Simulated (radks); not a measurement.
Excited configurations of Os I: one electron is placed in a higher orbital outside [Xe] 4f14 5d6 6s1. The ground configuration is [Xe] 4f14 5d6 6s2. Method: scalar-relativistic Kohn-Sham, r2SCAN, spin-polarised, spherical densities, finite nucleus; open shells are filled with parallel spins first (spin-orbit coupling, left out, can overturn this in heavy ions); meta-GGA in the generalised Kohn-Sham scheme; Fermi nuclear charge, rms radius 5.4126 fm; computed with a radial shooting solver on a logarithmic mesh with Libxc functionals. Excitation = E - E(ground); binding = E(ion) - E, where the ion is the core of charge +1; n* = 1/sqrt(2 binding) in atomic units, and the quantum defect is n - n*.

| outer orbital | excitation (eV) | binding (eV) | n* | quantum defect | <r> (bohr) |
|---|---|---|---|---|---|
| 6p | 3.229 | 4.932 | 1.661 | 4.339 | 4.033 |
| 6d | 6.636 | 1.525 | 2.987 | 3.013 | 10.51 |
| 7s | 5.510 | 2.650 | 2.266 | 4.734 | 8.093 |
| 7p | 6.322 | 1.838 | 2.720 | 4.280 | 10.89 |

The Delta-SCF ionisation energy is 8.161 eV (NIST Atomic Spectra Database: 8.438 eV, measured). Self-interaction in the functional shifts the binding energies and quantum defects, so they are the method's values and not measured ones. Open shells are spherical and high-spin; term and fine-structure splittings are not resolved. Spin-orbit splitting is averaged out at the scalar-relativistic level.
